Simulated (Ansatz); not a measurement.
Geometry optimisation of Li₂Si₄.

```yaml
crystal:
  periodic: [false, false, false]
  atoms:
    - {symbol: Li, position_ang: [-3.004630, 0.578150, -0.229690]}
    - {symbol: Li, position_ang: [2.992990, -0.638510, 0.241540]}
    - {symbol: Si, position_ang: [0.951150, -0.982650, -1.251180]}
    - {symbol: Si, position_ang: [-1.182280, -1.094130, -0.859240]}
    - {symbol: Si, position_ang: [-0.827780, 1.502140, 0.747600]}
    - {symbol: Si, position_ang: [1.070560, 0.635010, 1.350970]}
basis:
  gaussian: {orbitals: def2-SVP}
hamiltonian: {xc: {name: B3LYP}, dispersion: d4}
scf: {omitted_lower_state_checks: [starts]}
output: {orbitals: {seedname: orbitals}}
relax: {f_tol: 0.02, max_steps: 100}
```

```sh
$ ansatz run in.yaml --threads 4 --pin off --events-out ev --progress --plain --max-ram 3916MiB
```

Output, abridged:

```
Functional definition: B3LYP
  name "B3LYP"
  cite "Stephens, Devlin, Chabalowski & Frisch, J. Phys. Chem. 98, 11623 (1994) doi:10.1021/j100096a001"
  cite "Becke, Phys. Rev. A 38, 3098 (1988) doi:10.1103/PhysRevA.38.3098"
  cite "Lee, Yang & Parr, Phys. Rev. B 37, 785 (1988) doi:10.1103/PhysRevB.37.785"
  cite "Vosko, Wilk & Nusair, Can. J. Phys. 58, 1200 (1980) doi:10.1139/p80-159"
  parameter a0 = 0.2
  parameter ax = 0.72
  parameter ac = 0.81
  exchange = (1 - a0 - ax)*slater_x + ax*b88_x + a0*exact_x
  correlation = (1 - ac)*vwn_rpa_c + ac*lyp_c
these checks for a lower state are left out or cut short: starts
mean field -31909.20366256 eV, -1172.6416057641 hartree, gradient 5.3e-5 eV, S^2 0.000000; 0 other end points of the search recorded, 0 dependent functions left out
the calculation of the forces begins
relax step   1: F+E_penalty+E_count = -31909.80777284 eV  Δ(F+E_penalty+E_count) = +0.000e0 eV  max|allowed force component| = 9.258e-1 eV/Å  Δτ_max = 0.0000 Å  (28 SCF iters, accepted)
these checks for a lower state are left out or cut short: starts, cluster_reference, orbital_swaps, neighbouring_geometries, increment
mean field -31909.87639907 eV, -1172.6663283748 hartree, gradient 3.2e-5 eV, S^2 0.000000; 0 other end points of the search recorded, 0 dependent functions left out
the calculation of the forces begins
relax step   2: F+E_penalty+E_count = -31910.49638421 eV  Δ(F+E_penalty+E_count) = -6.886e-1 eV  max|allowed force component| = 8.766e-1 eV/Å  Δτ_max = 0.1949 Å  (35 SCF iters, accepted)
these checks for a lower state are left out or cut short: starts, cluster_reference, orbital_swaps, neighbouring_geometries, increment
mean field -31910.40172101 eV, -1172.6856336000 hartree, gradient 7.5e-5 eV, S^2 0.000000; 0 other end points of the search recorded, 0 dependent functions left out
the calculation of the forces begins
relax step   3: F+E_penalty+E_count = -31911.02707909 eV  Δ(F+E_penalty+E_count) = -5.307e-1 eV  max|allowed force component| = 4.781e-1 eV/Å  Δτ_max = 0.1922 Å  (35 SCF iters, accepted)
these checks for a lower state are left out or cut short: starts, cluster_reference, orbital_swaps, neighbouring_geometries, increment
mean field -31910.51988052 eV, -1172.6899758820 hartree, gradient 1.7e-5 eV, S^2 0.000000; 0 other end points of the search recorded, 0 dependent functions left out
the calculation of the forces begins
relax step   4: F+E_penalty+E_count = -31911.09318647 eV  Δ(F+E_penalty+E_count) = -6.611e-2 eV  max|allowed force component| = 6.872e-1 eV/Å  Δτ_max = 0.1959 Å  (33 SCF iters, accepted)
these checks for a lower state are left out or cut short: starts, cluster_reference, orbital_swaps, neighbouring_geometries, increment
mean field -31910.53834043 eV, -1172.6906542709 hartree, gradient 2.5e-5 eV, S^2 0.000000; 0 other end points of the search recorded, 0 dependent functions left out
the calculation of the forces begins
relax step   5: F+E_penalty+E_count = -31911.16295898 eV  Δ(F+E_penalty+E_count) = -6.977e-2 eV  max|allowed force component| = 1.100e-1 eV/Å  Δτ_max = 0.0802 Å  (34 SCF iters, accepted)
these checks for a lower state are left out or cut short: starts, cluster_reference, orbital_swaps, neighbouring_geometries, increment
mean field -31910.53491173 eV, -1172.6905282686 hartree, gradient 1.7e-5 eV, S^2 0.000000; 0 other end points of the search recorded, 0 dependent functions left out
the calculation of the forces begins
relax step   6: F+E_penalty+E_count = -31911.15939778 eV  Δ(F+E_penalty+E_count) = +3.561e-3 eV  max|allowed force component| = 1.472e-1 eV/Å  Δτ_max = 0.0686 Å  (33 SCF iters, rejected (line search))
these checks for a lower state are left out or cut short: starts, cluster_reference, orbital_swaps, neighbouring_geometries, increment
mean field -31910.54404597 eV, -1172.6908639457 hartree, gradient 1.2e-5 eV, S^2 0.000000; 0 other end points of the search recorded, 0 dependent functions left out
the calculation of the forces begins
relax step   7: F+E_penalty+E_count = -31911.16725653 eV  Δ(F+E_penalty+E_count) = -4.298e-3 eV  max|allowed force component| = 2.462e-2 eV/Å  Δτ_max = 0.0306 Å  (35 SCF iters, accepted)
these checks for a lower state are left out or cut short: starts, cluster_reference, orbital_swaps, neighbouring_geometries, increment
mean field -31910.54481331 eV, -1172.6908921450 hartree, gradient 7.9e-5 eV, S^2 0.000000; 0 other end points of the search recorded, 0 dependent functions left out
the calculation of the forces begins
relax step   8: F+E_penalty+E_count = -31911.16745170 eV  Δ(F+E_penalty+E_count) = -1.952e-4 eV  max|allowed force component| = 1.756e-2 eV/Å  Δτ_max = 0.0112 Å  (34 SCF iters, accepted)
these checks for a lower state are left out or cut short: starts
mean field -31910.54481331 eV, -1172.6908921450 hartree, gradient 7.9e-5 eV, S^2 0.000000; 0 other end points of the search recorded, 0 dependent functions left out
the calculation of the forces begins
Total energy: -31911.16775806 eV, -1172.7137849424 hartree
Atom 0 at    -2.987215     0.588808    -0.220503 Å, force    -0.001781     0.001017     0.000138 eV/Å
Atom 1 at     2.985045    -0.598148     0.224353 Å, force     0.002144     0.000648    -0.000085 eV/Å
Atom 2 at     0.940405    -0.524581    -1.132406 Å, force     0.013578     0.003788    -0.007828 eV/Å
Atom 3 at    -1.126998    -1.001604    -0.404182 Å, force    -0.013449    -0.006749     0.006168 eV/Å
Atom 4 at    -0.710685     1.366930     0.266841 Å, force    -0.017501     0.017557    -0.013246 eV/Å
Atom 5 at     0.899458     0.168604     1.265898 Å, force     0.017009    -0.016261     0.014852 eV/Å
Dipole moment:    -0.001563    -0.006624     0.003116 e Å
Checks for a lower state left out: starts
```

Run time 24 s (4 threads of Arm Neoverse N1 on a shared host).

The restricted singlet is unstable towards broken spin symmetry in Hartree–Fock (as tested in another run); at B3LYP-D4/def2-SVP this wasn't settled. Another isomer (singlet) lies 0.02 eV lower at PBE-D4/def2-TZVP; other spin states weren't run for this one.
